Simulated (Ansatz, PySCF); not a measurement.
Noncovalent pair: hydrogen isocyanide (SMILES [C-]#[NH+]) (first 3 atoms) with hydrogen isocyanide (SMILES [C-]#[NH+]); geometry from B3LYP-D3(BJ)/def2-TZVP, rigid monomers moved along the line of their centres of mass till H3···C4 is 2.87 Å.
(charge 0, multiplicity 1):
```json
[
 {"atom": "C", "x (Å)": "-0.2166", "y (Å)": "0.3936", "z (Å)": "-1.1305"},
 {"atom": "N", "x (Å)": "-0.1158", "y (Å)": "0.3302", "z (Å)": "0.0263"},
 {"atom": "H", "x (Å)": "-0.0279", "y (Å)": "0.2747", "z (Å)": "1.0361"},
 {"atom": "C", "x (Å)": "0.2200", "y (Å)": "0.1190", "z (Å)": "3.8958"},
 {"atom": "N", "x (Å)": "0.3201", "y (Å)": "0.0568", "z (Å)": "5.0483"},
 {"atom": "H", "x (Å)": "0.4066", "y (Å)": "0.0031", "z (Å)": "6.0418"}
]
```

Monomers are frozen at their geometry in the pair; levels with a basis set take the counterpoise correction. Rows marked so take none.

Correlated levels freeze the cores. Rows in 6-311+G**, 6-31G* carry no dispersion term and start afresh at each structure (6-31G* with six Cartesian d functions).

Codes used: Ansatz (a first-principles code) with Gaussian orbitals; PySCF for 6-311+G** rows, 6-31G* rows, the dispersion terms. Each number belongs to the level named beside it.

```json
[
 {"level": "PBE-D3(BJ)/def2-TZVPPD", "interaction energy (meV)": "-211.2"},
 {"level": "PBE-D4/def2-TZVPPD", "interaction energy (meV)": "-208.7"},
 {"level": "B3LYP/6-311+G** (no counterpoise)", "interaction energy (meV)": "-182.4"},
 {"level": "B3LYP/def2-TZVPPD", "interaction energy (meV)": "-179.2"},
 {"level": "PBE0-D3(BJ)/def2-TZVPPD", "interaction energy (meV)": "-204.4"},
 {"level": "PBE0-D4/def2-TZVPPD", "interaction energy (meV)": "-201.8"},
 {"level": "M06-2X/6-31G* (no counterpoise)", "interaction energy (meV)": "?"},
 {"level": "wB97M-V/def2-TZVPPD", "interaction energy (meV)": "-191.1"},
 {"level": "CCSD/aug-cc-pVDZ", "interaction energy (meV)": "-194.1"}
]
```

Task: What belongs in the gaps?

Result: 
- M06-2X/6-31G* (no counterpoise), interaction energy (meV): -223.2
